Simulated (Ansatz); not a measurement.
Program: Ansatz. Geometries: PBE0-D4/def2-TZVP. ΔE: electronic, gas phase. CCSD(T)/CBS is the MP2 limit (def2-TZVPP, def2-QZVPP) plus CCSD(T) − MP2 in def2-TZVPP, frozen cores. Functionals use def2-TZVPP. For Ga outer-core shells are correlated without core-valence functions, which leaves a few kJ/mol of doubt a bond. Scalar relativity is left out up to krypton. One conformer a species, not always the lowest.

`CC#[N+][GaH3-]` → `C=[N][GaH][CH3]`  (isomerisation)

Problem. Is it downhill or uphill in electronic energy at CCSD(T)/CBS, and by how much? (An estimate is asked.)

Solution. Ansatz gave: Downhill: ΔE = -5.1 kcal/mol.

Problem. What do these levels give: ωB97X-V, HF/def2-TZVPP, MP2/def2-TZVPP, HF/def2-QZVPP, SCS-MP2/def2-QZVPP, HF/CBS(def2)? (Estimate.)

Solution. Ansatz gave: ωB97X-V -4.5, HF/def2-TZVPP 1.7, MP2/def2-TZVPP -2.4, HF/def2-QZVPP 1.5, SCS-MP2/def2-QZVPP -2.1, HF/CBS(def2) 1.5 kcal/mol.

Largest T1 diagnostic among the species: 0.015.

In def2-TZVPP, CCSD(T) changes the Hartree–Fock value by −4.6 kcal/mol (the triples alone add −0.4 kcal/mol) and MP2 by −4.1 kcal/mol.
